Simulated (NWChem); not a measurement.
Program: NWChem. System: CF, charge 0, spin multiplicity 2, at a geometry optimised with UB3LYP/def2-SVP. The structure started from a generated list of species. Its SCF solution wasn't tested for a lower state. Level: UPBE/def2-TZVPD.

Input file:

```
start mol
memory heap 200 mb stack 900 mb global 1100 mb
geometry units angstroms nocenter noautoz
  C      0.000000     0.000000     0.763121
  F      0.000000     0.000000    -0.508747
  symmetry group C2v
end
basis spherical
  * library def2-tzvpd
end
dft
  xc xpbe96 cpbe96
  odft
  mult 2
  semidirect memsize 60000000 filesize 0
  iterations 100
end
task dft energy
```

Output (cleaned and shortened):

```
             Northwest Computational Chemistry Package (NWChem) 7.3.0
             --------------------------------------------------------

                                NWChem Input Module
                                -------------------

 Scaling coordinates for geometry "geometry" by  1.889725989
 (inverse scale =  0.529177249)

 Turning off AUTOSYM since
 SYMMETRY directive was detected!

                             Geometry "geometry" -> ""
                             -------------------------

 Output coordinates in angstroms (scale by  1.889725989 to convert to a.u.)

  No.       Tag          Charge          X              Y              Z
 ---- ---------------- ---------- -------------- -------------- --------------
    1 C                    6.0000     0.00000000     0.00000000     0.76312100
    2 F                    9.0000     0.00000000     0.00000000    -0.50874700

 Effective nuclear repulsion energy (a.u.)      22.4674034145

            Nuclear Dipole moment (a.u.)
            ----------------------------
        X                 Y               Z
 ---------------- ---------------- ----------------
     0.0000000000     0.0000000000     0.0000056692

      Symmetry information
      --------------------

 Group name             C2v
 Group number             16
 Group order               4
 No. of unique centers     2

      Symmetry unique atoms

     1    2


 Summary of "ao basis" -> "" (spherical)
 ------------------------------------------------------------------------------
       Tag                 Description            Shells   Functions and Types
 ---------------- ------------------------------  ------  ---------------------
 *                         def2-tzvpd                 on all atoms

  pbe96 is a nonlocal functional; adding pw91lda local functional.

                                 NWChem DFT Module
                                 -----------------

 Summary of "ao basis" -> "ao basis" (spherical)
 ------------------------------------------------------------------------------
       Tag                 Description            Shells   Functions and Types
[...]
   Bfn.  Coefficient  Atom+Function         Bfn.  Coefficient  Atom+Function
  ----- ------------  ---------------      ----- ------------  ---------------
     6      2.068114  1 C  s                 43     -1.833984  2 F  s
    55     -1.022163  2 F  pz                15     -0.890847  1 C  pz
     5      0.565545  1 C  s                  4      0.439683  1 C  s
    42     -0.422486  2 F  s                 52     -0.374298  2 F  pz
    12     -0.303259  1 C  pz                41     -0.157766  2 F  s

   alpha - beta orbital overlaps
   -----------------------------

   alpha      1      2      3      4      5      6      7      8      9     10
    beta      1      2      3      4      5      6      7      9      8     10
 overlap   1.000  1.000  1.000  0.998  1.000  0.998  0.997  0.993  1.000  0.996

   alpha     11     12     13     14     15     16     17     18     19     20
    beta     11     13     12     14     15     16     18     17     19     20
 overlap   0.995  0.994  1.000  0.995  1.000  0.995  0.992  1.000  0.937  0.939

   alpha     21     22     23     24     25     26     27     28     29     30
    beta     22     21     23     24     25     26     27     28     29     33
 overlap   0.993  1.000  0.993  0.994  1.000  0.999  1.000  0.999  0.999  1.000

   alpha     31     32     33     34     35     36     37     38     39     40
    beta     32     30     31     34     37     36     35     38     39     41
 overlap   0.996  1.000  0.998  0.999  0.997  0.997  1.000  0.998  0.999  0.999

   alpha     41     42     43     44     45     46     47     48     49     50
    beta     40     43     42     44     45     46     47     49     48     51
 overlap   1.000  1.000  0.999  1.000  0.999  0.999  0.997  1.000  0.999  0.999

   alpha     51     52     53     54     55     56     57     58     59     60
    beta     50     55     54     53     52     56     58     57     59     61
 overlap   0.998  0.999  0.780  0.997  1.000  0.781  0.997  1.000  0.999  1.000

   alpha     61     62     63     64     65     66     67     68     69     70
    beta     60     62     63     65     64     67     66     68     69     70
 overlap   1.000  1.000  1.000  1.000  1.000  1.000  1.000  1.000  1.000  1.000

   alpha     71     72     73     74     75     76     77
    beta     72     71     73     74     75     76     77
 overlap   1.000  1.000  1.000  1.000  1.000  1.000  1.000

     --------------------------
     Expectation value of S2:
     --------------------------
      <S2> =      0.7532 (Exact =     0.7500)

 center of mass
 --------------
 x =   0.00000000 y =   0.00000000 z =  -0.03096427

 moments of inertia (a.u.)
 ------------------
          42.485501411801           0.000000000000           0.000000000000
           0.000000000000          42.485501411801           0.000000000000
           0.000000000000           0.000000000000           0.000000000000

     Multipole analysis of the density
     ---------------------------------

     L   x y z        total         alpha         beta         nuclear
     -   - - -        -----         -----         ----         -------
     0   0 0 0     -0.000000     -8.000000     -7.000000     15.000000

     1   1 0 0     -0.000000     -0.000000     -0.000000      0.000000
     1   0 1 0     -0.000000     -0.000000     -0.000000      0.000000
     1   0 0 1     -0.367473     -0.822069      0.454590      0.000006

     2   2 0 0     -7.323917     -3.967867     -3.356050      0.000000
     2   1 1 0      0.000000      0.000000     -0.000000      0.000000
     2   1 0 1     -0.000000     -0.000000      0.000000      0.000000
     2   0 2 0     -8.603864     -5.375669     -3.228195      0.000000
     2   0 1 1     -0.000000     -0.000000      0.000000      0.000000
     2   0 0 2     -9.212585    -16.408475    -13.600323     20.796213

 Task  times  cpu:        0.7s     wall:        0.7s

 Total times  cpu:        0.8s     wall:        0.8s
```
